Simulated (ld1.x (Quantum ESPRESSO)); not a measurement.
**Rh (Z = 45): variants of one TM potential**

Base potential:

Rh (Z = 45), norm-conserving Troullier–Martins (Kleinman–Bylander form), made with ld1.x (Quantum ESPRESSO) 7.5 (LDA (PZ), scalar-relativistic). Core [Ar] 3d10 4s2, reference 4p6 4d8 5s0.5 5p0.5. Waves: 5s (bound): rc 2.60 bohr; 4d (bound): rc 1.20 bohr; 4p (bound): rc 1.35 bohr. Local part: the p channel. Core correction: none.

Occupied shells without a wave of their own: 5p. They enter only through the test configuration that unscreens the potential.

All-electron outer shells of the reference configuration (LDA (PZ), scalar-relativistic, ld1.x):

| shell | level (eV) | outermost node (bohr) | outermost maximum (bohr) |
| --- | --- | --- | --- |
| 3d | -301.88 | – | 0.29 |
| 4s | -83.45 | 0.47 | 0.88 |
| 4p | -51.44 | 0.47 | 0.94 |
| 4d | -7.02 | 0.46 | 1.15 |
| 5s | -5.22 | 1.19 | 2.60 |
| 5p | -1.49 | 1.35 | 3.69 |

Cutoffs, loose and tight: the cutoffs (Ry, on a coarse ladder) from which the occupation-weighted sum of valence levels, in a spherical-Bessel basis at the reference potential, stays within 10 and 1 mRy of its value at 400 Ry. They do not see the model core or the augmentation charge, which bear on the density cutoff. Test errors are all-electron minus pseudo excitation energies from the reference, over the configurations 4p6 4d8 5s1 5p0; 4p6 4d8 5s0 5p0; 4p6 4d7 5s0 5p0; 4p6 4d8 5s0 5p1; 4p6 4d5 5s0 5p0; 4p6 4d8.5 5s0.5 5p0; 4p6 4d6 5s0 5p0 (two spin-polarised tests are not counted in the largest error). A dash means not determined; rows that change the core or the reference have their own tests.

A true bound ghost makes a file unfit for plane-wave use even where its test errors are small: the radial tests pick states by their node count and pass the ghost by.

On the changes marked as counting shells twice: ld1.x takes every shell without a wave as core, so the model core holds the marked electrons as well and exchange and correlation see them twice. This cancels in the reference configuration, but the file is broken for other ones, and its errors say nothing about a proper core correction.

```tsv
change	outcome	cutoff, loose	cutoff, tight	bound ghosts	largest test error (meV)
base	generated	80 Ry	120 Ry	s	-49
wave 5s (bound): rc 2.60 bohr becomes 5s (bound): rc 2.82 bohr	generated	80 Ry	120 Ry	s	-63
reference 4p6 4d7 5s2 5p0	generated	80 Ry	120 Ry	s	+175
wave 4d (bound): rc 1.20 bohr becomes 4d (bound): rc 1.00 bohr	generated	140 Ry	260 Ry	s	-43
core correction a·sin(br)/r model core inside 0.44 bohr (5p counted twice)	generated	80 Ry	120 Ry	s	-432
wave 4p (bound): rc 1.35 bohr becomes 4p (bound): rc 1.98 bohr	generated	70 Ry	90 Ry	s	-243
type ultrasoft; waves now 5s (bound): rcut 2.25, rcutus 2.60 bohr; 5s channel at 1.75 Ry: rcut 2.25, rcutus 2.60 bohr; 4p (bound): rc 1.35 bohr; 5p (bound): rc 1.35 bohr; 4d (bound): rcut 1.05, rcutus 1.20 bohr; 4d channel at 2.7 Ry: rcut 1.05, rcutus 1.20 bohr; local potential all-electron potential smoothed inside 2.35 bohr (lloc = -1); augmentation PSQ, radius 1.15 bohr	failed: compute_q_3bess: problem with the q_i coefficients	–	–	–	–
core correction a·sin(br)/r model core inside 0.88 bohr (5p counted twice)	generated	80 Ry	120 Ry	s	-432
```

(1) What comes out with this change to the base: fully relativistic?

(2) What comes out with this change to the base: core [Kr], valence charge 9; reference 4d8 5s1 5p0; waves now 5s (bound): rc 2.75 bohr; 5p (bound): rc 3.25 bohr; 4d (bound): rc 1.15 bohr; local potential all-electron potential smoothed inside 1.90 bohr (lloc = -2); core correction a·sin(br)/r model core inside 0.70 bohr?

(3) What comes out with this change to the base: all radii scaled by about 0.92 (s 2.38, p 1.24, d 1.10 bohr)?

## Answers

(1) outcome: generated, misses its reference levels by 2.68 eV; cutoff, loose: 80 Ry; cutoff, tight: 120 Ry; bound ghosts: p1/2 (extra level of the local part), s; largest test error (meV): -40.

(2) outcome: generated; cutoff, loose: 80 Ry; cutoff, tight: 100 Ry; bound ghosts: none; largest test error (meV): -53 over the solved tests; 1 of 9 tests not solved or not reliable.

(3) outcome: generated; cutoff, loose: 110 Ry; cutoff, tight: 160 Ry; bound ghosts: s; largest test error (meV): -25.
